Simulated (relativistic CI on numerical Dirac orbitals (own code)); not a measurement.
# Hf3+: resonant inelastic scattering at the L2,3 edge

Computed with this model: Dirac-Coulomb-Breit CI, KLI orbitals optimised for each configuration, model QED (radiative potential, 1s self-energy scaled to tabulated hydrogen-like ionisation energies), valence Slater integrals scaled by 0.7, Kramers-Heisenberg scattering through one core-hole configuration in a parametric crystal field; configurations [Xe] 4f14 5d → [He] 2s2 2p5 3s2 3p6 3d10 4s2 4p6 4d10 4f14 5s2 5p6 5d2; 300 K; core-hole width 5 eV; summed over polarisations. Incident energies are the highest absorption maxima for each field (at most a few, so the weaker spin-orbit partner edge can be absent), on the computed scale of the free ion. Intensities are in per cent of the strongest line above 0.02 eV; levels within 1 cm⁻¹ are merged; final levels count from the ground level, the first row holds all elastic scattering, lines under 0.4 are left out and each table stops after 24 rows. The scale of the Slater integrals is a model choice and moves the terms in proportion.

Field parameters in Wybourne normalisation: Oh B⁴₀ = 21Dq, B⁴₄ = √(5/14) B⁴₀. The field is a parameter set, without covalency.

S is read from ⟨S²⟩ = S(S + 1).

Oh, 10Dq = 7000 cm⁻¹:

```csv
Final level (eV),Degeneracy,Irrep,S,9560.6 eV,10739.1 eV
0.000,4,Γ8,0.50,3713.4,611.7
0.348,2,Γ7,0.50,79.1,2.9
1.077,4,Γ8,0.50,100.0,42.2
```

Oh, 10Dq = 15850 cm⁻¹:

```
Final level (eV)  Degeneracy  Irrep     S  9560.7 eV  10739.1 eV
           0.000           4     Γ8  0.50     3048.3       524.2
           0.320           2     Γ7  0.50       83.4         2.6
           2.117           4     Γ8  0.50      100.0        44.9
```

Oh, 10Dq = 24650 cm⁻¹:

```csv
Final level (eV),Degeneracy,Irrep,S,9561.1 eV,10738.6 eV
0.000,4,Γ8,0.50,2427.7,468.7
0.310,2,Γ7,0.50,66.1,2.4
3.190,4,Γ8,0.50,100.0,32.8
```

For the first field the strongest loss at the lowest incident energy is the level at 1.08 eV (S = 0.50, against 0.50 in the thermal ground state).
